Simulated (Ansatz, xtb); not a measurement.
**A geometry optimisation of ClFHSi3 with r2SCAN-D4/def2-SVP**

The starting geometry of this gas-phase doublet has its atoms placed at random.

```yaml
atoms:
  - { symbol: Cl, position_ang: [0.5926, 0.0364, 0.7554] }
  - { symbol: F, position_ang: [0.4041, -1.1766, -1.0617] }
  - { symbol: Si, position_ang: [-1.2367, 0.0379, 0.7750] }
  - { symbol: Si, position_ang: [-0.6014, -0.1415, -1.4368] }
  - { symbol: Si, position_ang: [-0.1598, 2.1190, -0.5927] }
  - { symbol: H, position_ang: [0.3293, 0.6700, -0.9759] }
```

Guess where an optimisation with r2SCAN-D4/def2-SVP ends from this start.

It ends as a structure with Cl1 bridging Si5 and Si3, H6 bridging Si5 and Si4, given below by its coordinates. Distances that change by over a tenth: Cl1–Si3 (1.83 → 2.39 Å), Cl1–Si4 (2.50 → 3.18 Å), Si4–Si5 (2.45 → 2.72 Å), Si4–H6 (1.32 → 1.77 Å). Contacts that close: Cl1–Si5 (2.59 → 2.33 Å), Si3–Si5 (2.71 → 2.47 Å).

The energy falls by 6.26 eV over 11 steps:

| step | E − E(last) (eV) |
| --- | --- |
| 1 | 6.264 |
| 2 | 2.507 |
| 3 | 0.922 |
| 4 | 0.308 |
| 5 | 0.051 |
| 7 | 0.003 |
| 8 | 0.001 |
| 9 | 0.000 |
| 10 | 0.000 |
| 11 | 0.000 |

Final geometry (Å):

```yaml
atoms:
  - { symbol: Cl, position_ang: [0.7704, 0.2855, 1.2778] }
  - { symbol: F, position_ang: [0.5027, -1.4502, -1.4308] }
  - { symbol: Si, position_ang: [-1.5559, 0.2271, 0.7395] }
  - { symbol: Si, position_ang: [-0.7506, -0.3983, -1.4248] }
  - { symbol: Si, position_ang: [-0.0058, 1.9103, -0.1944] }
  - { symbol: H, position_ang: [0.3673, 0.9708, -1.5039] }
```

From the same start GFN2-xTB ends elsewhere, differing in Cl1–Si3 (3.34 against 2.39 Å here), Si5–H6 (4.53 against 1.65 Å here).

From so rough a start the end depends on the optimiser's path, so another program may land elsewhere. No frequencies were run, so the end isn't proven a minimum. Open shells are spin-unrestricted. Run with Ansatz 0.2.0, 54 s on 2 threads of Intel(R) Xeon(R) 6975P-C (Granite Rapids), on a shared host.
